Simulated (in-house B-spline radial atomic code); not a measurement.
# How G0W0 and RPA depend on the start: Te⁶⁺

Configuration [Kr] 4d10. Computed with a B-spline radial code for spherical atoms: all electrons, non-relativistic, point nucleus, each spin shell either full or empty, empty states to l = 9 with an (l + 1/2)⁻⁴ tail; G0W0 by contour deformation at full frequency.

Without relativity these are model numbers: it shifts the levels of so heavy an element strongly and can reorder them.

```tsv
start	mean-field 4d (eV)	G0W0 (eV)	QP weight	RPA correlation (Eh)
Hartree-Fock	-126.35	?	?	?
LDA VWN5	-114.98	-126.24	0.960	-3.6147
PBE	-114.80	-126.12	0.960	-3.6097
PBE0	-118.06	-126.22	0.965	-3.5397
r2SCAN	-115.59	-126.10	0.963	-3.5626
HSE06	-117.61	-126.24	0.965	-3.544
B3LYP (VWN-RPA)	-117.40	-126.29	0.964	-3.555
SCAN	-115.52	-126.07	0.963	-3.5598
TPSS	-114.83	-126.14	0.961	-3.5959
BHandHLYP	-121.10	-126.41	0.969	-3.4753
CAM-B3LYP	-119.38	-126.39	0.967	-3.531
LC-wPBE	-120.34	-126.38	0.968	-3.5374
wB97X	-120.22	?	?	?
PBEsol	-114.75	-126.15	0.960	-3.6114
BLYP	-114.58	-126.21	0.960	-3.6114
r2SCAN0	-118.62	-126.21	0.967	-3.5081
LDA exchange-only	-112.98	-126.43	0.959	-3.6145
```

(1) What G0W0 level, weight and RPA correlation energy follow from the wB97X start?

(2) What G0W0 level, weight and RPA correlation energy follow from the Hartree-Fock start?

(3) How much of the dependence on the start does G0W0 remove?

## Answers

(1) G0W0 level -126.19 eV, weight 0.969, RPA correlation -3.5201 hartree.

(2) G0W0 level -126.56 eV, weight 0.975, RPA correlation -3.3546 hartree.

(3) The mean-field levels span 13.4 eV and the G0W0 levels 0.492 eV. Against 124.2 ± 0.06 eV (NIST, measured) the G0W0 removal energies are off by +1.87 to +2.36 eV, with relativity, Breit and QED terms left out.
